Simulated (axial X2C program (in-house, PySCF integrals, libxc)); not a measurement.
F or O: which binds elements of chip processing more strongly?

Computed with an axial X2C code built on PySCF integrals, spin-free (one-electron X2C) or two-component (2c: spin–orbit coupling with atomic mean-field Coulomb and Gaunt terms, which also bring small scalar terms), in Dyall basis sets with cores contracted in-house; open shells are unrestricted.

Level PBE0, spin-free. Dyall triple-zeta sets: BF v3z/av3z; BO v3z/av3z; AlF v3z/av3z; AlO v3z/av3z; PF v3z/av3z; PO v3z/av3z; GaF cv3z/av3z; GaO cv3z/av3z; GeF cv3z/av3z; GeO cv3z/av3z; AsF cv3z/av3z; AsO cv3z/av3z; ZrF cv3z/av3z; ZrO cv3z/av3z; SnF cv3z/av3z; SnO cv3z/av3z; HfF cv3z/av3z; HfO cv3z/av3z.

Diatomic bonds are a first guide to the radicals met in plasma etching, cleaning and deposition, though surfaces and higher halides or oxides behave in their own way.

```json
{"element M": "B", "state of MF": "M_S = 0, Λ = 0", "Re MF (Å)": "1.262", "D0 MF (eV)": "7.67", "state of MO": "M_S = 1/2, Λ = 0", "Re MO (Å)": "1.200", "D0 MO (eV)": "8.33"}
{"element M": "Al", "state of MF": "M_S = 0, Λ = 0", "Re MF (Å)": "1.675", "D0 MF (eV)": "6.65", "state of MO": "M_S = 1/2, Λ = 0", "Re MO (Å)": "1.629", "D0 MO (eV)": "4.90"}
{"element M": "P", "state of MF": "M_S = 1, Λ = 0", "Re MF (Å)": "1.606", "D0 MF (eV)": "4.59", "state of MO": "M_S = 1/2, Λ = 1", "Re MO (Å)": "1.483", "D0 MO (eV)": "5.73"}
{"element M": "Ga", "state of MF": "M_S = 0, Λ = 0", "Re MF (Å)": "1.783", "D0 MF (eV)": "5.89", "state of MO": "M_S = 1/2, Λ = 0", "Re MO (Å)": "1.697", "D0 MO (eV)": "4.10"}
{"element M": "Ge", "state of MF": "M_S = 1/2, Λ = 1", "Re MF (Å)": "1.753", "D0 MF (eV)": "5.13", "state of MO": "M_S = 0, Λ = 0", "Re MO (Å)": "1.616", "D0 MO (eV)": "6.53"}
{"element M": "As", "state of MF": "M_S = 1, Λ = 0", "Re MF (Å)": "1.741", "D0 MF (eV)": "4.15", "state of MO": "M_S = 1/2, Λ = 1", "Re MO (Å)": "1.612", "D0 MO (eV)": "4.64"}
{"element M": "Zr", "state of MF": "M_S = 3/2, Λ = 0", "Re MF (Å)": "1.878", "D0 MF (eV)": "6.53", "state of MO": "M_S = 1, Λ = 2", "Re MO (Å)": "1.713", "D0 MO (eV)": "7.79"}
{"element M": "Sn", "state of MF": "M_S = 1/2, Λ = 1", "Re MF (Å)": "1.949", "D0 MF (eV)": "4.83", "state of MO": "M_S = 0, Λ = 0", "Re MO (Å)": "1.818", "D0 MO (eV)": "5.32"}
{"element M": "Hf", "state of MF": "M_S = 1/2, Λ = 2", "Re MF (Å)": "1.850", "D0 MF (eV)": "6.71", "state of MO": "M_S = 0, Λ = 0", "Re MO (Å)": "1.712", "D0 MO (eV)": "8.37"}
```

Question: Work out the energy at 0 K of MF + O → MO + F for each element.

Answer: ΔE = D0(MF) − D0(MO) at PBE0, spin-free: B -0.66, Al 1.75, P -1.14, Ga 1.79, Ge -1.40, As -0.49, Zr -1.26, Sn -0.49, Hf -1.66 eV (negative: the exchange gives off energy).

Question: For which element is the exchange to O most and for which least favourable, and what is the energy of HfF + GaO → HfO + GaF?

Answer: Hf most (-1.66 eV), Ga least (1.79 eV; too close to rank against Al). The atoms cancel in the double exchange: ΔE = -1.66 − (1.79) = -3.45 eV, a figure less sensitive to errors in the atoms than D0 itself.

Each entry is the lowest single determinant of a limited PBE0 search at one distance. D0 = De minus the zero-point energy; De goes to single-determinant-based atoms at the same level (for ions the charge split of lowest energy) and is withheld (n/a) where an atom does not fit its ground term or J level. Main or longest-lived isotopes. One determinant is a doubtful description, or other states lie close, for AsF, AsO, ZrF, ZrO; these need not be ground states, and all values refer to the states named. The functionals have no current term, which raises determinants with orbital currents. These D0 were not checked against measured values; triple-zeta sets, frozen cores and single determinants leave errors of some tenths of an eV, more for transition metals.
